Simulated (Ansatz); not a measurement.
Geometry optimisation, RKS B3LYP/def2-SVP in Ansatz 0.2.0.

input.yaml

```yaml
crystal:
  periodic: [false, false, false]
  atoms:
    - { symbol: Al, position_ang: [0.0, 0.0, 0.0] }
    - { symbol: H, position_ang: [0.0, 0.0, 1.56] }
    - { symbol: O, position_ang: [1.5415, 0.0, -0.89] }
    - { symbol: Si, position_ang: [2.3874, -1.376, -1.352] }
    - { symbol: H, position_ang: [1.4599, -2.3514, -1.9176] }
    - { symbol: H, position_ang: [3.3882, -1.0195, -2.3535] }
    - { symbol: H, position_ang: [3.0504, -1.9546, -0.187] }
    - { symbol: O, position_ang: [-1.5415, 0.0, -0.89] }
    - { symbol: H, position_ang: [-2.0512, -0.8467, -0.6815] }
basis:
  gaussian: { orbitals: def2-SVP }
hamiltonian:
  xc: b3lyp
relax:
  f_tol: 0.02
  max_steps: 40
output:
  orbitals: {}
```

Run as:

```bash
$ ansatz run input.yaml --threads 1 --pin off --max-ram 2048MiB --backend cpu --events-out ev --progress --plain --runs-dir out
```

Task: Where does it end, and by what steps?

Result: The run converged. The force dipped under the threshold on the way, but the program's further checks kept it going. After 12 steps the energy has fallen by 0.570 eV; O3 moved furthest, 0.90 Å.

```
step  energy less start (eV)  largest force component (eV/Å)  accepted
   0                  0.0000                           1.815       yes
   1                 -0.1581                           1.728       yes
   2                 -0.3688                           0.528       yes
   3                 -0.4831                           0.228       yes
   4                 -0.5391                           0.229       yes
   5                 -0.5649                           0.098       yes
   6                 -0.5635                           0.452        no
   7                 -0.5677                           0.118       yes
   8                 -0.5695                           0.008       yes
   9                 -0.5674                           0.125        no
  10                 -0.5696                           0.019       yes
  11                 -0.5691                           0.165        no
  12                 -0.5698                           0.019       yes
```

```xyz
9
Properties=species:S:1:pos:R:3
Al -0.142 -0.148 0.089
H -0.143 0.625 1.456
O 1.308 -0.784 -0.516
Si 2.511 -1.520 -1.373
H 1.969 -2.621 -2.224
H 3.195 -0.529 -2.256
H 3.522 -2.098 -0.439
O -1.549 -0.386 -0.835
H -2.435 -0.087 -0.614
```

Whether the end is a true minimum wasn't checked by a vibrational analysis.

The run took 36 s on 1 thread of Arm Neoverse V2, on a shared host, peak memory 0.17 GiB.
